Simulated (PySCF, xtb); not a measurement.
NP, SMILES N#P.

Harmonic wavenumbers (cm⁻¹) from GFN2-xTB (xtb) at its own minimum, in rising order: 1593.

Task: What does r2SCAN-D4/def2-TZVPD (PySCF) give at its own minimum? (The exact figures need the calculation; the answer reports its results.)

Result: 1389. Paired by order, the mean absolute difference is 204 cm⁻¹ and the zero-point energies are 2.3 and 2.0 kcal/mol.
